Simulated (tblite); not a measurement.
Compound: C7H18BP.
Numbering: `[BH3-:1][P+:2]1([CH2:3][CH3:4])[CH2:5][CH2:6][CH2:7][CH2:8][CH2:9]1` (hydrogens: H10, H11, H12 on B1; H13, H14 on C3; H15, H16, H17 on C4; H18, H19 on C5; H20, H21 on C6; H22, H23 on C7; H24, H25 on C8; H26, H27 on C9)

Computed with GFN2-xTB (tblite), gas phase: L-BFGS steps from a force-field or distance-geometry start until the largest atomic force falls under 0.01 eV/Å.

Step 15: E = -760.4123 eV
```
atom  x, y, z in Å  |  force x, y, z in eV/Å
B1      1.0022   -1.6821   -1.2016   -0.011  -0.031  -0.018
P2      0.5205   -0.0555   -0.3068    0.057  -0.103  -0.015
C3      1.9091    1.1126    0.0178    0.093   0.012   0.007
C4      2.9765    0.4541    0.8837    0.042  -0.042   0.032
C5     -0.2909   -0.2308    1.3332   -0.037  -0.012   0.048
C6     -1.6968   -0.7827    1.1289   -0.040  -0.036  -0.020
C7     -2.5783    0.1661    0.3235   -0.049   0.051   0.026
C8     -2.0763    0.3344   -1.1072   -0.043  -0.036  -0.017
C9     -0.7088    1.0070   -1.1687   -0.048   0.027  -0.029
H10    -0.0149   -2.1985   -1.5434   -0.059  -0.011   0.000
H11     1.5988   -2.3326   -0.4030    0.046  -0.017   0.060
H12     1.6735   -1.3369   -2.1227    0.040   0.039  -0.062
H13     2.3320    1.3402   -0.9644    0.020   0.076  -0.021
H14     1.5463    2.0443    0.4619   -0.013  -0.040   0.026
H15     2.6042    0.2351    1.8834   -0.055   0.036  -0.029
H16     3.2785   -0.4845    0.4235    0.028  -0.004   0.010
H17     3.8559    1.0896    0.9866   -0.053   0.016  -0.054
H18     0.3004   -0.9439    1.9133    0.007   0.034   0.049
H19    -0.3156    0.7259    1.8617   -0.002   0.020   0.003
H20    -1.6186   -1.7266    0.5873   -0.011  -0.085   0.008
H21    -2.1643   -0.9867    2.0964    0.022   0.026   0.003
H22    -3.5969   -0.2261    0.3003   -0.013  -0.045  -0.025
H23    -2.6217    1.1393    0.8151    0.042   0.086   0.045
H24    -2.8035    0.9142   -1.6826    0.027   0.021   0.002
H25    -1.9957   -0.6521   -1.5667   -0.021  -0.040  -0.050
H26    -0.3903    1.0964   -2.2102    0.019   0.045  -0.018
H27    -0.7451    2.0062   -0.7273    0.011   0.014   0.039
```

Step 16: E = -760.4154 eV
```
atom  x, y, z in Å  |  force x, y, z in eV/Å
B1      1.0038   -1.6879   -1.2049   -0.004  -0.047  -0.024
P2      0.5215   -0.0609   -0.3098    0.048  -0.099   0.009
C3      1.9054    1.1109    0.0160    0.132   0.004   0.028
C4      2.9744    0.4541    0.8819    0.043  -0.036   0.033
C5     -0.2886   -0.2302    1.3333   -0.075  -0.022   0.043
C6     -1.6961   -0.7824    1.1301   -0.047  -0.021  -0.038
C7     -2.5777    0.1691    0.3236   -0.040   0.022   0.037
C8     -2.0745    0.3361   -1.1088   -0.070  -0.049   0.031
C9     -0.7059    1.0070   -1.1676   -0.080   0.005  -0.028
H10    -0.0158   -2.2057   -1.5452   -0.009   0.009   0.012
H11     1.6033   -2.3375   -0.4041    0.018   0.010   0.019
H12     1.6755   -1.3390   -2.1275    0.008   0.016  -0.023
H13     2.3322    1.3469   -0.9624   -0.001   0.070  -0.027
H14     1.5374    2.0371    0.4671   -0.010  -0.031   0.013
H15     2.6007    0.2376    1.8816   -0.041   0.034  -0.025
H16     3.2780   -0.4860    0.4250    0.024   0.014   0.008
H17     3.8523    1.0928    0.9821   -0.058  -0.002  -0.045
H18     0.3004   -0.9380    1.9229    0.004   0.036   0.015
H19    -0.3153    0.7303    1.8554   -0.001   0.015  -0.004
H20    -1.6196   -1.7269    0.5875   -0.006  -0.057   0.018
H21    -2.1633   -0.9889    2.0985    0.034   0.050  -0.030
H22    -3.5966   -0.2243    0.3001    0.007  -0.037  -0.027
H23    -2.6233    1.1421    0.8179    0.056   0.053   0.015
H24    -2.8014    0.9149   -1.6864    0.038   0.023   0.020
H25    -1.9967   -0.6521   -1.5665   -0.009  -0.019  -0.041
H26    -0.3897    1.1048   -2.2085    0.033   0.033  -0.030
H27    -0.7403    2.0027   -0.7191    0.005   0.026   0.044
```

Step 17: E = -760.4179 eV
```
atom  x, y, z in Å  |  force x, y, z in eV/Å
B1      1.0053   -1.6937   -1.2081    0.010  -0.051  -0.026
P2      0.5230   -0.0667   -0.3120    0.021  -0.047   0.023
C3      1.9045    1.1094    0.0147    0.105  -0.011   0.025
C4      2.9734    0.4535    0.8808    0.029  -0.018   0.017
C5     -0.2879   -0.2301    1.3340   -0.075  -0.019   0.014
C6     -1.6963   -0.7825    1.1304   -0.035  -0.003  -0.039
C7     -2.5780    0.1720    0.3244   -0.018  -0.012   0.028
C8     -2.0741    0.3367   -1.1097   -0.061  -0.039   0.055
C9     -0.7046    1.0070   -1.1670   -0.067  -0.020  -0.010
H10    -0.0167   -2.2117   -1.5466    0.031   0.020   0.018
H11     1.6076   -2.3415   -0.4047   -0.007   0.028  -0.020
H12     1.6772   -1.3405   -2.1319   -0.023  -0.009   0.013
H13     2.3325    1.3541   -0.9612   -0.016   0.058  -0.021
H14     1.5297    2.0301    0.4717    0.002  -0.029   0.003
H15     2.5969    0.2403    1.8797   -0.025   0.026  -0.011
H16     3.2782   -0.4873    0.4264    0.024   0.016   0.006
H17     3.8483    1.0956    0.9775   -0.032  -0.008  -0.023
H18     0.3005   -0.9324    1.9315   -0.006   0.033  -0.011
H19    -0.3151    0.7343    1.8499   -0.008   0.003  -0.013
H20    -1.6207   -1.7283    0.5880   -0.007  -0.022   0.025
H21    -2.1619   -0.9898    2.0998    0.028   0.058  -0.044
H22    -3.5964   -0.2235    0.2994    0.014  -0.019  -0.020
H23    -2.6236    1.1456    0.8206    0.059   0.007  -0.016
H24    -2.7990    0.9160   -1.6893    0.032   0.023   0.030
H25    -1.9978   -0.6526   -1.5673   -0.004   0.005  -0.023
H26    -0.3887    1.1125   -2.2076    0.031   0.019  -0.019
H27    -0.7362    2.0000   -0.7114   -0.003   0.012   0.036
```

**Question.** Estimate the geometry and energy of step 18. (The exact step hangs on the optimiser's Hessian estimate; all steps are aligned on step 17, rigid shifts and turns removed.)

**Answer.** E = -760.4193 eV, largest force 0.066 eV/Å
```
atom  x, y, z in Å  |  force x, y, z in eV/Å
B1      1.0063   -1.6976   -1.2102    0.017  -0.034  -0.017
P2      0.5242   -0.0703   -0.3128   -0.002   0.005   0.019
C3      1.9060    1.1084    0.0142    0.041  -0.020   0.005
C4      2.9735    0.4527    0.8805    0.013  -0.002   0.001
C5     -0.2888   -0.2305    1.3347   -0.044  -0.005  -0.017
C6     -1.6971   -0.7829    1.1299   -0.014   0.006  -0.026
C7     -2.5786    0.1734    0.3253   -0.001  -0.030   0.007
C8     -2.0750    0.3362   -1.1094   -0.026  -0.017   0.042
C9     -0.7050    1.0067   -1.1670   -0.026  -0.030   0.010
H10    -0.0169   -2.2144   -1.5469    0.040   0.016   0.016
H11     1.6098   -2.3431   -0.4051   -0.012   0.026  -0.034
H12     1.6779   -1.3412   -2.1341   -0.033  -0.021   0.025
H13     2.3328    1.3593   -0.9610   -0.020   0.043  -0.009
H14     1.5260    2.0257    0.4744    0.013  -0.027   0.001
H15     2.5941    0.2424    1.8785   -0.012   0.017   0.004
H16     3.2791   -0.4879    0.4273    0.027   0.005   0.005
H17     3.8458    1.0972    0.9745    0.005  -0.003  -0.002
H18     0.3005   -0.9288    1.9361   -0.016   0.024  -0.021
H19    -0.3153    0.7363    1.8469   -0.017  -0.004  -0.019
H20    -1.6216   -1.7300    0.5888   -0.010  -0.002   0.023
H21    -2.1607   -0.9892    2.0998    0.010   0.053  -0.032
H22    -3.5962   -0.2236    0.2987    0.005  -0.006  -0.007
H23    -2.6225    1.1478    0.8219    0.053  -0.024  -0.031
H24    -2.7972    0.9170   -1.6904    0.015   0.021   0.034
H25    -1.9989   -0.6530   -1.5684   -0.008   0.016  -0.006
H26    -0.3877    1.1171   -2.2075    0.015   0.006   0.007
H27    -0.7342    1.9986   -0.7068   -0.011  -0.013   0.023
```

The energy changes by -0.0014 eV. The first-order estimate −F·Δx gives -0.0021 eV and the mean of the old and new forces, exact on a quadratic surface, -0.0014 eV. The step makes an angle of 63° with the force vector and moves no atom by more than 0.006 Å.

The cost below is that of the whole relaxation. On Arm Neoverse V1, one thread, shared host, this took 0.66 s.
